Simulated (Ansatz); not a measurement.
`[F][Sn]([F])([SiH3])[SiH3]` + `CCSCS` → `[SiH3]CSCS` + `[CH3][Sn]([F])([F])[SiH3]`  (formal exchange of groups at the Si–Sn bond)

Isolated molecules relaxed with PBE0-D4/def2-TZVP in Ansatz; ΔE leaves out vibrations. CCSD(T)/CBS adds triple-zeta CCSD(T) − MP2 to the extrapolated MP2 energy (def2 sets, frozen cores). DFT in def2-TZVPP. B3LYP here is the variant with VWN-RPA as its local correlation; programs differ in this. Elements past krypton have def2 core potentials. For Sn outer-core shells are correlated without core-valence functions, which leaves a few kJ/mol of doubt a bond. One conformer a species, not always the lowest.

Problem. Is it downhill or uphill in electronic energy at CCSD(T)/CBS, and by how much? (Estimate.)

Solution. The calculation gave: Downhill: ΔE = -3.7 kJ/mol.

Problem. What do these levels give: r2SCAN-D4, B3LYP-D4, ωB97X-V, ωB97M-V, B2PLYP, r2SCAN, B3LYP, HF/def2-TZVPP, MP2/def2-QZVPP, SCS-MP2/def2-QZVPP, HF/CBS(def2), CCSD/CBS(def2)? (Best estimate.)

Solution. The calculation gave: r2SCAN-D4 2.6, B3LYP-D4 4.2, ωB97X-V 1.8, ωB97M-V -2.5, B2PLYP 0.8, r2SCAN 3.1, B3LYP 7.3, HF/def2-TZVPP 4.9, MP2/def2-QZVPP -9.4, SCS-MP2/def2-QZVPP -6.6, HF/CBS(def2) 4.4, CCSD/CBS(def2) -2.3 kJ/mol.

Largest T1 diagnostic among the species: 0.015.

The D4 term adds −3.2 kJ/mol with B3LYP and −1.6 kJ/mol with PBE0; it sums over pairs of atoms, weighted by their polarisabilities, and B3LYP, whose exchange is more repulsive, gets the larger term. In def2-TZVPP, CCSD(T) changes the Hartree–Fock value by −9.5 kJ/mol (the triples alone add −1.5 kJ/mol) and MP2 by −14.6 kJ/mol.
